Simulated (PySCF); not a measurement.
## Ionising BiPb

ROHF-CCSD(T); PySCF, scalar-relativistic core potentials, basis sets Bi cc-pVDZ-PP with ECP60, Pb cc-pVDZ-PP with ECP60. Neutral (ROHF): doublet (π ↑), Re = 2.846 Å, ωe = 144 cm⁻¹, De = 1.48 eV.

BiPb⁺ (UHF): triplet (π ↑↑), Re = 2.994 Å, ωe = 126 cm⁻¹. The energies at the minima are -405.62434 hartree for BiPb and -405.37529 for BiPb⁺.

Problem. Work out the adiabatic ionisation energy, without and with harmonic zero-point energies (1 hartree = 27.2114 eV, 1 eV = 8065.5 cm⁻¹), and the change of the bond length.

Solution. At CCSD(T): 0.24905 hartree = 6.777 eV between the minima; the zero-point term (126.0 − 144.0)/2 cm⁻¹ = -0.001 eV makes it 6.776 eV. Re changes by +14.8 pm against the neutral. The electron leaves a π orbital, and the longer bond of the ion fits a bonding orbital, or a change in how ionic the bond is.

Correlated steps freeze 8 core orbitals. UHF and ROHF references stand side by side, which adds small steps between rows. Correlated levels converge slowly with the basis: in double zeta they bind strong bonds too weakly, by up to about 1 eV, and carry superposition errors of some tenths. These are scalar-relativistic numbers at best; spin–orbit coupling would shift them, the dissociation energy most. States were picked by a PBE0 search and need not be the measured ground states.

Neutral and ion stand on different kinds of reference determinant, which adds to the error of the difference.
